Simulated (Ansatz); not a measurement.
Born–Oppenheimer molecular dynamics of a periodic cell of 40 atoms, H₄C (contents 8 CH4, density as packed 0.53 g/cm³ with natural masses). It starts from a partly relaxed structure (largest force component 0.23 eV/Å).

These are results of DFT PBEsol, scalar-relativistic, plane waves, PAW (Ansatz 0.2.0), not measurements. Settings: accuracy low, cutoff 420 eV, k mesh 1x1x1, fermi-dirac smearing 0.05 eV, no spin polarisation.

```json
{
  "ensemble": "NVT, Langevin thermostat",
  "time step": "0.5 fs",
  "steps asked": "300",
  "set temperature": "250 K",
  "friction": "0.02 /fs",
  "seed": "384065"
}
```

Frames 1 fs apart, positions in Å.

Velocities at 5.0 fs (Å/ps):

```
C 2.95 2.90 -0.29
H -8.31 -20.44 -1.88
H -3.96 21.11 0.74
H -8.67 18.24 -7.86
H 5.48 -3.63 2.55
C -3.38 -3.14 2.98
H 8.08 -14.23 1.34
H -8.14 -6.18 2.31
H 8.40 -31.84 -8.65
H -1.27 0.83 -5.58
C -1.90 -3.44 4.72
H -4.44 5.50 -0.31
H 6.00 6.31 -19.90
H -10.84 -19.72 10.98
H 11.32 -11.26 4.11
C 1.74 -2.60 -2.06
H -10.56 12.00 6.72
H 8.01 0.94 4.47
H 21.50 10.33 -1.24
H 6.98 -11.86 -17.74
C -0.58 1.49 -4.19
H 7.73 1.03 -0.72
H 3.27 5.03 -7.35
H 1.99 13.91 -4.31
H -0.06 1.07 4.56
C -1.46 -3.36 4.76
H 2.61 -0.45 -0.26
H 0.11 -3.06 -5.14
H 1.86 18.93 16.84
H -15.35 -21.17 -1.06
C -0.51 8.65 -2.05
H 10.59 2.81 9.16
H 9.38 8.68 -18.07
H -4.07 5.80 14.07
H -20.36 5.16 5.70
C 0.52 -2.92 -1.20
H -8.73 -5.47 -7.33
H -9.22 -10.88 -19.15
H 7.22 -0.20 17.95
H 7.00 4.12 -10.57
```

```xyz
40
Lattice="7.3877 0.0000 0.0000 0.0000 7.3877 0.0000 0.0000 0.0000 7.3877" Properties=species:S:1:pos:R:3 time_fs=5.0 energy_less_start_eV=0.484 T=134
C 3.843 5.622 5.077
H 3.020 5.767 5.798
H 4.479 4.877 5.609
H 4.403 6.484 4.721
H 3.343 5.149 4.215
C 0.358 6.395 4.228
H 0.867 7.309 4.509
H 0.168 5.788 5.104
H 1.016 5.784 3.606
H -0.584 6.536 3.681
C 6.125 2.545 6.920
H 7.148 2.870 7.134
H 5.524 2.699 7.845
H 6.040 1.516 6.545
H 5.832 3.340 6.202
C 1.983 2.564 5.443
H 1.904 3.486 6.042
H 2.079 1.822 6.251
H 2.926 2.611 4.869
H 1.169 2.403 4.741
C 4.984 6.523 0.787
H 5.780 6.867 1.445
H 4.252 5.845 1.287
H 5.486 5.964 -0.022
H 4.394 7.348 0.396
C 4.986 1.823 3.334
H 5.669 2.590 2.941
H 4.901 1.869 4.438
H 5.481 0.833 3.194
H 4.032 1.821 2.775
C 1.031 7.624 0.861
H 0.783 6.655 1.310
H 2.112 7.721 1.025
H 0.400 8.333 1.391
H 0.762 7.692 -0.224
C 2.376 3.868 1.603
H 2.324 3.947 2.689
H 1.704 3.098 1.222
H 3.417 3.668 1.313
H 2.145 4.844 1.158
40
Lattice="7.3877 0.0000 0.0000 0.0000 7.3877 0.0000 0.0000 0.0000 7.3877" Properties=species:S:1:pos:R:3 time_fs=6.0 energy_less_start_eV=0.536 T=134
C 3.845 5.624 5.076
H 3.014 5.752 5.797
H 4.476 4.895 5.609
H 4.395 6.504 4.716
H 3.350 5.145 4.220
C 0.354 6.389 4.231
H 0.877 7.298 4.510
H 0.158 5.781 5.111
H 1.023 5.753 3.598
H -0.584 6.538 3.675
C 6.124 2.541 6.924
H 7.145 2.875 7.136
H 5.531 2.703 7.824
H 6.029 1.498 6.558
H 5.841 3.326 6.205
C 1.985 2.562 5.441
H 1.891 3.498 6.044
H 2.087 1.819 6.253
H 2.947 2.622 4.870
H 1.170 2.392 4.722
C 4.984 6.524 0.783
H 5.786 6.867 1.445
H 4.256 5.851 1.277
H 5.486 5.980 -0.028
H 4.392 7.350 0.398
C 4.985 1.820 3.339
H 5.670 2.590 2.942
H 4.898 1.867 4.433
H 5.482 0.854 3.212
H 4.015 1.801 2.774
C 1.032 7.632 0.859
H 0.792 6.655 1.318
H 2.121 7.734 1.007
H 0.396 8.341 1.405
H 0.743 7.697 -0.215
C 2.377 3.864 1.602
H 2.315 3.940 2.685
H 1.695 3.088 1.202
H 3.426 3.666 1.332
H 2.153 4.848 1.146
40
Lattice="7.3877 0.0000 0.0000 0.0000 7.3877 0.0000 0.0000 0.0000 7.3877" Properties=species:S:1:pos:R:3 time_fs=7.0 energy_less_start_eV=0.600 T=116
C 3.847 5.627 5.074
H 3.010 5.747 5.793
H 4.482 4.910 5.604
H 4.386 6.525 4.720
H 3.361 5.139 4.226
C 0.350 6.383 4.231
H 0.887 7.295 4.513
H 0.144 5.770 5.120
H 1.025 5.730 3.590
H -0.584 6.543 3.673
C 6.123 2.538 6.926
H 7.146 2.877 7.141
H 5.535 2.706 7.806
H 6.017 1.481 6.573
H 5.845 3.311 6.206
C 1.988 2.562 5.439
H 1.878 3.509 6.034
H 2.094 1.813 6.249
H 2.962 2.631 4.875
H 1.168 2.379 4.704
C 4.983 6.525 0.779
H 5.788 6.864 1.445
H 4.262 5.856 1.264
H 5.483 5.998 -0.037
H 4.392 7.356 0.401
C 4.984 1.817 3.343
H 5.666 2.591 2.946
H 4.889 1.866 4.432
H 5.486 0.870 3.226
H 4.003 1.787 2.771
C 1.033 7.641 0.857
H 0.802 6.654 1.319
H 2.126 7.753 0.990
H 0.396 8.349 1.423
H 0.728 7.701 -0.202
C 2.379 3.862 1.601
H 2.305 3.933 2.685
H 1.691 3.082 1.183
H 3.433 3.664 1.351
H 2.160 4.846 1.133
40
Lattice="7.3877 0.0000 0.0000 0.0000 7.3877 0.0000 0.0000 0.0000 7.3877" Properties=species:S:1:pos:R:3 time_fs=8.0 energy_less_start_eV=0.582 T=128
C 3.847 5.630 5.072
H 3.010 5.750 5.789
H 4.494 4.925 5.598
H 4.375 6.544 4.733
H 3.376 5.132 4.225
C 0.346 6.373 4.231
H 0.894 7.296 4.515
H 0.128 5.758 5.126
H 1.018 5.718 3.588
H -0.585 6.550 3.676
C 6.122 2.536 6.927
H 7.151 2.867 7.147
H 5.533 2.709 7.796
H 6.005 1.473 6.593
H 5.844 3.299 6.206
C 1.992 2.562 5.437
H 1.860 3.515 6.015
H 2.097 1.807 6.241
H 2.969 2.639 4.883
H 1.170 2.368 4.691
C 4.982 6.526 0.775
H 5.785 6.866 1.441
H 4.270 5.860 1.255
H 5.477 6.014 -0.048
H 4.394 7.362 0.403
C 4.982 1.814 3.346
H 5.659 2.592 2.947
H 4.878 1.870 4.432
H 5.493 0.881 3.234
H 4.001 1.778 2.770
C 1.033 7.649 0.855
H 0.815 6.654 1.313
H 2.123 7.775 0.974
H 0.403 8.358 1.442
H 0.718 7.704 -0.183
C 2.380 3.860 1.598
H 2.296 3.923 2.680
H 1.690 3.082 1.169
H 3.438 3.662 1.368
H 2.166 4.843 1.123
40
Lattice="7.3877 0.0000 0.0000 0.0000 7.3877 0.0000 0.0000 0.0000 7.3877" Properties=species:S:1:pos:R:3 time_fs=9.0 energy_less_start_eV=0.452 T=158
C 3.846 5.633 5.071
H 3.017 5.764 5.785
H 4.505 4.938 5.592
H 4.360 6.560 4.751
H 3.396 5.125 4.217
C 0.341 6.362 4.232
H 0.897 7.296 4.517
H 0.109 5.751 5.129
H 1.002 5.717 3.594
H -0.587 6.558 3.683
C 6.122 2.535 6.926
H 7.156 2.845 7.152
H 5.521 2.713 7.795
H 5.995 1.478 6.615
H 5.839 3.284 6.199
C 1.997 2.563 5.436
H 1.842 3.514 5.989
H 2.098 1.797 6.229
H 2.971 2.647 4.893
H 1.179 2.362 4.680
C 4.982 6.527 0.772
H 5.777 6.866 1.440
H 4.280 5.862 1.248
H 5.474 6.029 -0.061
H 4.401 7.370 0.404
C 4.981 1.811 3.347
H 5.646 2.592 2.950
H 4.867 1.879 4.432
H 5.500 0.882 3.236
H 4.004 1.774 2.777
C 1.034 7.657 0.853
H 0.832 6.655 1.298
H 2.116 7.801 0.958
H 0.417 8.367 1.459
H 0.709 7.707 -0.167
C 2.379 3.859 1.596
H 2.288 3.912 2.676
H 1.697 3.084 1.161
H 3.439 3.659 1.383
H 2.170 4.836 1.120
```

Of the whole run (150 fs, mean temperature of the second half 227 K): A run of 0.15 ps of so small a system gives no equilibrium averages. Limits of this set-up: coarse k mesh, low accuracy level.

Time of the run: 8.7 min on 1 thread of Arm Neoverse V1 (shared host), peak memory 0.39 GiB.
